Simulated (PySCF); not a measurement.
## NMR problem set

Calculated, not measured (PySCF 2.14.0 with density-fitted response routines): coordinates at the GFN2-xTB level, PBE0/pcSseg-1 with gauge-including orbitals. One computed conformer, relativity neglected, rapidly exchanging positions averaged, no solvent model.

Scale: TMS for ¹H (σref 31.72) and ¹³C (σref 186.93) (reference shieldings calculated alike). Splittings of carbon signals by F and P are missing where no couplings were computed. Where no couplings were computed, multiplicities follow the n + 1 count of equivalent neighbours, and m marks all less simple cases (inequivalent or close neighbours, rings, F or P nearby). Shifts are as computed. Against solution values, carbons near 30 ppm lie about +3 ppm off and those near 130 ppm about +5 ppm. Of 1211 compounds with measured shifts, 218 miss one by over three times the rms of a fit or turn the order of signals round; such compounds aren't used in these exercises.

Q: C8H10F2. ¹H NMR (400 MHz, computed): δ 6.67 (m, 1H), 5.62 (m, 1H), 5.57 (br s, 1H), 5.51 (br s, 1H), 5.34 (br s, 1H), 5.33 (br s, 1H), 4.74 (m, 2H), 2.91 (m, 2H). ¹³C{¹H} NMR (computed): δ 158.2, 153.2, 151.4, 123.9, 123.5, 121.1, 86.3, 48.0. Give a structure.

A: `C=C(/C=C\F)C(=C)CCF`. The formula gives 3 degrees of unsaturation (no ring in the answer). 8 carbon signals for 8 carbons: no two carbons are equivalent. Carbon types of the structure: 2 × C, 2 × CH, 4 × CH2, which accounts for all hydrogens. δC 158.2, 121.1: alkene CH; the olefinic region. δC 153.2, 151.4: fully substituted alkene carbon; an sp2 carbon of a C=C bond. δC 123.9, 123.5: terminal =CH2 carbon; as expected for a trigonal carbon in a double bond. δC 86.3: sp3 CH2 bonded to F; the inductive effect lowers its shielding.

The data come from this structure; uniqueness wasn't tested.

Q: C9H8O2. ¹H NMR (400 MHz, computed): δ 7.47 (m, 1H), 6.74 (m, 1H), 6.66 (m, 1H), 6.59 (d, 1H), 5.59 (t, 1H), 4.87 (m, 1H), 3.18 (m, 2H). ¹³C{¹H} NMR (computed): δ 155.5 (C), 149.7 (C), 148.2 (CH), 146.9 (CH), 118.2 (CH), 113.9 (CH), 105.9 (CH), 101.8 (CH), 25.1 (CH2). Identify the compound.

A: SMILES C1C=COC(c2ccco2)=C1. Rings plus π bonds: 6 (2 rings in the answer). 9 carbon signals for 9 carbons: no two carbons are equivalent. Carbon types of the structure: 2 × C, 6 × CH, 1 × CH2, which accounts for all hydrogens. δC 155.5: substituted aromatic carbon next to the ring oxygen. δC 149.7, 148.2: alkene carbon bearing oxygen; an sp2 carbon further deshielded by the attached heteroatom. δC 118.2, 113.9: aromatic CH. δC 105.9, 101.8: β carbon of an enol-ether or enamine type C=C; the O or N lone pair pushes π density onto this β carbon and shields it.

This is the structure that produced the data.

Q: C7H8O2P2. ¹H NMR (600 MHz, computed): δ 10.49 (m, 1H), 8.24 (m, 1H), 4.14 (s, 3H), 2.79 (s, 3H). ¹³C{¹H} NMR (computed): δ 202.8 (C), 190.0 (CH), 168.0 (C), 159.5 (C), 139.1 (CH), 53.6 (CH3), 36.1 (CH3). Identify the compound.

A: SMILES C1=PC=C(OC)C(C(C)=O)=P1. 7 carbon signals for 7 carbons: no two carbons are equivalent. Carbon types of the structure: 3 × C, 2 × CH, 2 × CH3, which accounts for all hydrogens. δC 202.8: ketone carbonyl carbon; the double bond to the heteroatom, with no lone-pair donor beside it, deshields it most. δC 168.0: aromatic carbon bearing oxygen; the electronegative substituent deshields the carbon that carries it. δC 159.5: substituted aromatic carbon. δH 10.49, 8.24: hydrogen on an aromatic CH; the ring current deshields protons in the ring plane.

The shifts were computed for this structure.
